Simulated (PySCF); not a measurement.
C3H7O, doublet, geometry from GFN2-xTB; DF-HF/6-311G** in PySCF.

Input for PySCF:
```python
from pyscf import gto, scf

mol = gto.M(
    atom='''
C     1.308612   -0.668082    0.052672
C    -0.002269   -0.005917   -0.173843
C    -1.270293   -0.627103    0.294917
O     0.060232    1.371573   -0.290969
H     1.538362   -0.772410    1.120951
H     1.312213   -1.666400   -0.383086
H     2.095429   -0.073487   -0.403560
H    -2.131528   -0.199102   -0.221686
H    -1.429941   -0.487379    1.374245
H    -1.249572   -1.697379    0.103190
H    -0.833119    1.730179   -0.304772
''',
    basis='6-311g**',
    charge=0,
    spin=1,
    verbose=4,
)

mf = scf.UHF(mol)
mf = mf.density_fit(auxbasis='def2-universal-jkfit')
mf.kernel()
mf.analyze()
```

It wrote (shortened):

```
PySCF version 2.14.0

[INPUT] verbose = 4
[INPUT] num. atoms = 11
[INPUT] num. electrons = 33
[INPUT] charge = 0
[INPUT] spin (= nelec alpha-beta = 2S) = 1
[INPUT] symmetry False subgroup None
[INPUT] Mole.unit = angstrom
[INPUT] Symbol           X                Y                Z      unit          X                Y                Z       unit  Magmom
[INPUT]  1 C      1.308612000000  -0.668082000000   0.052672000000 AA    2.472918283319  -1.262492008752   0.099535654433 Bohr   0.0
[INPUT]  2 C     -0.002269000000  -0.005917000000  -0.173843000000 AA   -0.004287788577  -0.011181509479  -0.328515658673 Bohr   0.0
[INPUT]  3 C     -1.270293000000  -0.627103000000   0.294917000000 AA   -2.400505867952  -1.185052921893   0.557312359478 Bohr   0.0
[INPUT]  4 O      0.060232000000   1.371573000000  -0.290969000000 AA    0.113821983935   2.591897329848  -0.549851720739 Bohr   0.0
[INPUT]  5 H      1.538362000000  -0.772410000000   1.120951000000 AA    2.907082860438  -1.459643355875   2.118290389057 Bohr   0.0
[INPUT]  6 H      1.312213000000  -1.666400000000  -0.383086000000 AA    2.479723187094  -3.149039613975  -0.723927622155 Bohr   0.0
[INPUT]  7 H      2.095429000000  -0.073487000000  -0.403560000000 AA    3.959786923471  -0.138870303716  -0.762617874829 Bohr   0.0
[INPUT]  8 H     -2.131528000000  -0.199102000000  -0.221686000000 AA   -4.028004146842  -0.376248250853  -0.418925825650 Bohr   0.0
[INPUT]  9 H     -1.429941000000  -0.487379000000   1.374245000000 AA   -2.702196864287  -0.921012828864   2.596946678053 Bohr   0.0
[INPUT] 10 H     -1.249572000000  -1.697379000000   0.103190000000 AA   -2.361348852925  -3.207581439588   0.195000838794 Bohr   0.0
[INPUT] 11 H     -0.833119000000   1.730179000000  -0.304772000000 AA   -1.574366739172   3.269564456474  -0.575935610436 Bohr   0.0

nuclear repulsion = 125.871501412695
number of shells = 60
number of NR pGTOs = 180
number of NR cGTOs = 114
basis = 6-311g**
ecp = {}

******** <class 'pyscf.df.df_jk.DFUHF'> ********
method = DFUHF
initial guess = minao
damping factor = 0
level_shift factor = 0
DIIS = <class 'pyscf.scf.diis.CDIIS'>
diis_start_cycle = 1
diis_space = 8
diis_damp = 0
SCF conv_tol = 1e-09
SCF conv_tol_grad = None
SCF max_cycles = 50
direct_scf = False
number electrons alpha = 17  beta = 16
Set gradient conv threshold to 3.16228e-05
******** <class 'pyscf.df.df.DF'> ********
auxbasis = def2-universal-jkfit
init E= -193.050359757928

cycle= 1 E= -192.46743700945  delta_E= 0.583  |g|= 0.368  |ddm|= 1.78
cycle= 2 E= -192.531158892693  delta_E= -0.0637  |g|= 0.191  |ddm|= 0.415
cycle= 3 E= -192.545764392054  delta_E= -0.0146  |g|= 0.0558  |ddm|= 0.155
cycle= 4 E= -192.548322662744  delta_E= -0.00256  |g|= 0.015  |ddm|= 0.0843
cycle= 5 E= -192.548658040369  delta_E= -0.000335  |g|= 0.0072  |ddm|= 0.0355
cycle= 6 E= -192.548747679832  delta_E= -8.96e-05  |g|= 0.00304  |ddm|= 0.0185
cycle= 7 E= -192.548762476758  delta_E= -1.48e-05  |g|= 0.00129  |ddm|= 0.00722
cycle= 8 E= -192.548765358298  delta_E= -2.88e-06  |g|= 0.000473  |ddm|= 0.00314
cycle= 9 E= -192.548765775793  delta_E= -4.17e-07  |g|= 0.000176  |ddm|= 0.00121
cycle= 10 E= -192.548765834591  delta_E= -5.88e-08  |g|= 6.86e-05  |ddm|= 0.000432
cycle= 11 E= -192.548765843268  delta_E= -8.68e-09  |g|= 2.67e-05  |ddm|= 0.000166
cycle= 12 E= -192.548765844441  delta_E= -1.17e-09  |g|= 1.07e-05  |ddm|= 6.07e-05
cycle= 13 E= -192.548765844618  delta_E= -1.77e-10  |g|= 4.81e-06  |ddm|= 2.18e-05
Extra cycle  E= -192.548765844643  delta_E= -2.52e-11  |g|= 3.04e-06  |ddm|= 6.56e-06
converged SCF energy = -192.548765844643  <S^2> = 0.76292545  2S+1 = 2.0128839
**** SCF Summaries ****
Total Energy =                        -192.548765844643356
Nuclear Repulsion Energy =             125.871501412695167
One-electron Energy =                 -510.733146888909005
Two-electron Energy =                  192.312879631570496
Two-electron Coulomb Energy =          218.662974751804398
DFT Exchange-Correlation Energy =      -26.350095120233902
**** MO energy ****
                             alpha | beta                alpha | beta
MO #1   energy= -20.5633077234819  | -20.5579220579048  occ= 1 | 1
MO #2   energy= -11.2689467825501  | -11.2429827429531  occ= 1 | 1
MO #3   energy= -11.2243061369059  | -11.2271788984157  occ= 1 | 1
MO #4   energy= -11.2122536560388  | -11.215147984252   occ= 1 | 1
MO #5   energy= -1.38191470800844  | -1.36363598961517  occ= 1 | 1
MO #6   energy= -1.05031148951414  | -1.02171152727383  occ= 1 | 1
MO #7   energy= -0.951099369632303 | -0.950215144192825 occ= 1 | 1
MO #8   energy= -0.794370621512734 | -0.767007492947815 occ= 1 | 1
MO #9   energy= -0.678367252672224 | -0.658522208742749 occ= 1 | 1
MO #10  energy= -0.638469237298052 | -0.613358383480101 occ= 1 | 1
MO #11  energy= -0.621480411028695 | -0.581222149169808 occ= 1 | 1
MO #12  energy= -0.549745973491286 | -0.539782288411324 occ= 1 | 1
MO #13  energy= -0.544909014226514 | -0.537186921450236 occ= 1 | 1
MO #14  energy= -0.537934458458314 | -0.52510556402567  occ= 1 | 1
MO #15  energy= -0.524733104557148 | -0.493292989058639 occ= 1 | 1
MO #16  energy= -0.490940843796388 | -0.483152855449453 occ= 1 | 1
MO #17  energy= -0.29686371952171  | 0.141584568998013  occ= 1 | 0
MO #18  energy= 0.142881833931312  | 0.172038266536657  occ= 0 | 0
MO #19  energy= 0.185660163990185  | 0.189126014745347  occ= 0 | 0
MO #20  energy= 0.204448967440061  | 0.207040850330133  occ= 0 | 0
MO #21  energy= 0.214773395496925  | 0.220625007229042  occ= 0 | 0
MO #22  energy= 0.227160107162303  | 0.242290186010308  occ= 0 | 0
MO #23  energy= 0.248592280657016  | 0.250149264520162  occ= 0 | 0
MO #24  energy= 0.259886804058703  | 0.260896394684124  occ= 0 | 0
MO #25  energy= 0.338030370952549  | 0.355343346599625  occ= 0 | 0

To work with the spin densities directly, `use mulliken_meta_spin()` only printing them here.

 ** Mulliken spin pop alpha/beta on meta-lowdin orthogonal AOs **
 ** Mulliken Spin Density (per AO)  **
spin_pop of  0 C 1s        0.00000
spin_pop of  0 C 2s       -0.01389
spin_pop of  0 C 3s        0.00007
spin_pop of  0 C 4s        0.00000
spin_pop of  0 C 2px      -0.03217
spin_pop of  0 C 2py      -0.01408
spin_pop of  0 C 2pz      -0.03015
spin_pop of  0 C 3px       0.00010
spin_pop of  0 C 3py       0.00025
spin_pop of  0 C 3pz       0.00041
spin_pop of  0 C 4px      -0.00001
spin_pop of  0 C 4py      -0.00000
spin_pop of  0 C 4pz       0.00003
spin_pop of  0 C 3dxy      0.00009
spin_pop of  0 C 3dyz      0.00007
spin_pop of  0 C 3dz^2     0.00000
spin_pop of  0 C 3dxz      0.00064
spin_pop of  0 C 3dx2-y2    0.00001
spin_pop of  1 C 1s       -0.00000
spin_pop of  1 C 2s        0.09940
spin_pop of  1 C 3s        0.00123
spin_pop of  1 C 4s        0.00005
spin_pop of  1 C 2px       0.04250
spin_pop of  1 C 2py       0.04638
spin_pop of  1 C 2pz       0.75443
spin_pop of  1 C 3px      -0.00008
spin_pop of  1 C 3py       0.00028
spin_pop of  1 C 3pz       0.00401
spin_pop of  1 C 4px       0.00001
spin_pop of  1 C 4py       0.00001
spin_pop of  1 C 4pz       0.00009
spin_pop of  1 C 3dxy      0.00008
spin_pop of  1 C 3dyz      0.00002
spin_pop of  1 C 3dz^2    -0.00086
spin_pop of  1 C 3dxz     -0.00013
spin_pop of  1 C 3dx2-y2   -0.00006
spin_pop of  2 C 1s        0.00000
spin_pop of  2 C 2s       -0.01378
spin_pop of  2 C 3s        0.00007
spin_pop of  2 C 4s        0.00000
spin_pop of  2 C 2px      -0.02920
spin_pop of  2 C 2py      -0.01296
spin_pop of  2 C 2pz      -0.03452
spin_pop of  2 C 3px       0.00008
spin_pop of  2 C 3py       0.00009
spin_pop of  2 C 3pz       0.00047
spin_pop of  2 C 4px       0.00001
spin_pop of  2 C 4py       0.00001
spin_pop of  2 C 4pz       0.00003
spin_pop of  2 C 3dxy      0.00014
spin_pop of  2 C 3dyz     -0.00002
spin_pop of  2 C 3dz^2     0.00030
spin_pop of  2 C 3dxz      0.00036
spin_pop of  2 C 3dx2-y2    0.00005
spin_pop of  3 O 1s       -0.00000
spin_pop of  3 O 2s        0.00442
spin_pop of  3 O 3s        0.00018
spin_pop of  3 O 4s        0.00000
spin_pop of  3 O 2px       0.00220
spin_pop of  3 O 2py      -0.01889
spin_pop of  3 O 2pz       0.07481
spin_pop of  3 O 3px       0.00009
spin_pop of  3 O 3py       0.00014
spin_pop of  3 O 3pz       0.00110
spin_pop of  3 O 4px       0.00000
spin_pop of  3 O 4py       0.00002
spin_pop of  3 O 4pz       0.00012
spin_pop of  3 O 3dxy     -0.00002
spin_pop of  3 O 3dyz     -0.00004
spin_pop of  3 O 3dz^2    -0.00004
spin_pop of  3 O 3dxz      0.00003
spin_pop of  3 O 3dx2-y2   -0.00003
spin_pop of  4 H 1s        0.05852
spin_pop of  4 H 2s        0.00092
spin_pop of  4 H 3s        0.00018
spin_pop of  4 H 2px      -0.00001
spin_pop of  4 H 2py      -0.00001
spin_pop of  4 H 2pz       0.00008
spin_pop of  5 H 1s        0.01495
spin_pop of  5 H 2s        0.00018
spin_pop of  5 H 3s        0.00003
spin_pop of  5 H 2px       0.00004
spin_pop of  5 H 2py       0.00002
spin_pop of  5 H 2pz       0.00000
spin_pop of  6 H 1s        0.00785
spin_pop of  6 H 2s        0.00006
spin_pop of  6 H 3s        0.00004
spin_pop of  6 H 2px       0.00004
spin_pop of  6 H 2py       0.00003
spin_pop of  6 H 2pz       0.00002
spin_pop of  7 H 1s        0.01559
spin_pop of  7 H 2s        0.00011
spin_pop of  7 H 3s        0.00010
spin_pop of  7 H 2px       0.00002
spin_pop of  7 H 2py       0.00004
spin_pop of  7 H 2pz       0.00000
spin_pop of  8 H 1s        0.06240
spin_pop of  8 H 2s        0.00121
spin_pop of  8 H 3s        0.00025
spin_pop of  8 H 2px      -0.00000
spin_pop of  8 H 2py       0.00003
spin_pop of  8 H 2pz       0.00003
spin_pop of  9 H 1s        0.00792
spin_pop of  9 H 2s        0.00012
spin_pop of  9 H 3s        0.00002
spin_pop of  9 H 2px       0.00002
spin_pop of  9 H 2py       0.00003
spin_pop of  9 H 2pz       0.00000
spin_pop of  10 H 1s       -0.00513
spin_pop of  10 H 2s        0.00016
spin_pop of  10 H 3s        0.00002
spin_pop of  10 H 2px      -0.00003
spin_pop of  10 H 2py       0.00001
spin_pop of  10 H 2pz       0.00023
 ** Mulliken Spin Density (per atom)  **
spin density of  0 C =     -0.08864
spin density of  1 C =      0.94733
spin density of  2 C =     -0.08886
spin density of  3 O =      0.06408
spin density of  4 H =      0.05968
spin density of  5 H =      0.01523
spin density of  6 H =      0.00803
spin density of  7 H =      0.01586
spin density of  8 H =      0.06391
spin density of  9 H =      0.00811
spin density of  10 H =     -0.00474
 ** Mulliken pop alpha/beta on meta-lowdin orthogonal AOs **
 ** Mulliken pop       alpha | beta **
In total            17.00000 | 16.00000
 ** Mulliken atomic charges   ( Nelec_alpha | Nelec_beta ) **
charge of  0C =     -0.28416  (     3.09776      3.18640 )
charge of  1C =      0.20017  (     3.37358      2.42625 )
charge of  2C =     -0.29301  (     3.10207      3.19094 )
charge of  3O =     -0.52931  (     4.29670      4.23261 )
charge of  4H =      0.08452  (     0.48758      0.42790 )
charge of  5H =      0.09825  (     0.45849      0.44326 )
charge of  6H =      0.10997  (     0.44903      0.44100 )
charge of  7H =      0.09052  (     0.46267      0.44681 )
charge of  8H =      0.08464  (     0.48963      0.42573 )
charge of  9H =      0.10623  (     0.45094      0.44283 )
charge of  10H =      0.33217  (     0.33154      0.33628 )
Dipole moment(X, Y, Z, Debye): -1.48930, -0.67693,  0.36385
```
